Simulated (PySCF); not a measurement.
## `C#Cc1cccc2occc12`: 4 charge schemes on one density

C₁₀H₆O.
Structure used (GFN2-xTB), in Å, numbered top down from 1:
```xyz
17
C10H6O angstrom
C      0.1897    3.4423   -0.2721
C     -0.1106    2.2823   -0.1925
C     -0.4570    0.9158   -0.0981
C     -1.7816    0.4994   -0.1268
C     -2.1230   -0.8474   -0.0339
C     -1.1633   -1.8339    0.0912
C      0.1613   -1.4240    0.1217
O      1.2641   -2.2001    0.2395
C      2.3261   -1.3606    0.2236
C      1.9598   -0.0637    0.0991
C      0.5342   -0.0694    0.0291
H      0.4497    4.4562   -0.3417
H     -2.5611    1.2408   -0.2228
H     -3.1661   -1.1246   -0.0601
H     -1.4235   -2.8774    0.1633
H      3.2938   -1.8160    0.3101
H      2.6008    0.7925    0.0605
```

Density: PBE0/pcSseg-1 (PySCF); schemes: Mulliken, IAO, Hirshfeld and ESP-fitted. Isolated species at its GFN2-xTB geometry, gas phase.

Task: For which atoms does the sign change between the 4 schemes (beyond +0.03 e in one, beyond −0.03 e in another)?

Result: C2 and C11.

Task: Do the Mulliken, IAO, Hirshfeld and ESP-fitted schemes agree on where the charge is highest?

Result: The schemes don't all agree: Mulliken C2 (+0.455); IAO H12 (+0.204); Hirshfeld H12 (+0.092); ESP-fitted C7 (+0.336).

Task: Which atoms carry the lowest charge in the Mulliken, IAO, Hirshfeld and ESP-fitted schemes?

Result: The schemes don't all agree: Mulliken C1 (-0.412); IAO O8 (-0.246); Hirshfeld C1 (-0.108); ESP-fitted C10 (-0.528).

Task: Tabulate the Mulliken, IAO, Hirshfeld and ESP-fitted charges.

Result: In e:

```tsv
atom	environment	Mulliken	IAO	Hirshfeld	ESP-fitted
C1	terminal alkyne carbon	-0.412	-0.237	-0.108	-0.466
C2	alkyne carbon	+0.455	-0.022	-0.041	+0.098
C3	substituted aromatic carbon	-0.222	-0.024	+0.001	-0.055
C4	aromatic CH carbon	-0.012	-0.148	-0.047	-0.214
C5	aromatic CH carbon	-0.068	-0.156	-0.051	-0.155
C6	aromatic CH carbon	-0.035	-0.174	-0.056	-0.336
C7	ring-fusion aromatic carbon	+0.261	+0.181	+0.065	+0.336
O8	furan-type oxygen	-0.402	-0.246	-0.070	-0.265
C9	aromatic CH next to a ring oxygen	+0.189	+0.033	+0.025	+0.076
C10	aromatic CH carbon	-0.110	-0.227	-0.085	-0.528
C11	ring-fusion aromatic carbon	-0.133	-0.030	-0.022	+0.212
H12	alkyne hydrogen	+0.043	+0.204	+0.092	+0.316
H13	aromatic hydrogen	+0.078	+0.164	+0.053	+0.181
H14	aromatic hydrogen	+0.096	+0.160	+0.054	+0.167
H15	aromatic hydrogen	+0.101	+0.168	+0.059	+0.205
H16	aromatic hydrogen	+0.098	+0.178	+0.070	+0.169
H17	aromatic hydrogen	+0.073	+0.178	+0.060	+0.260
```

Mean size of the charges over all atoms: ESP-fitted 0.238 e, Mulliken 0.164 e, IAO 0.149 e, Hirshfeld 0.056 e. Each set sums to the total charge, 0, to within 0.001 e. The Hirshfeld scheme divides the density at each point in proportion to the densities of the neutral, spherically averaged free atoms. The ESP scheme is a least-squares fit of atom-centred charges to the potential on four shells outside the van der Waals surface, with the total charge fixed.

Task: How many electrons does the IAO scheme count on C10?

Result: Z − q = 6 − (-0.227) = 6.227.

Task: How closely do the schemes follow one another over all atoms?

Result: Correlation coefficient and root-mean-square difference: IAO with Hirshfeld 0.98, 0.106 e; IAO with ESP-fitted 0.92, 0.132 e; Hirshfeld with ESP-fitted 0.90, 0.215 e; Mulliken with ESP-fitted 0.63, 0.213 e; Mulliken with IAO 0.63, 0.168 e; Mulliken with Hirshfeld 0.55, 0.186 e.

These values come from a run that also computed NMR shieldings. Time: 54 s wall (with the writing of density and orbital grids); peak memory 0.96 GiB. Hardware: Arm Neoverse V1, one thread, on a shared host.
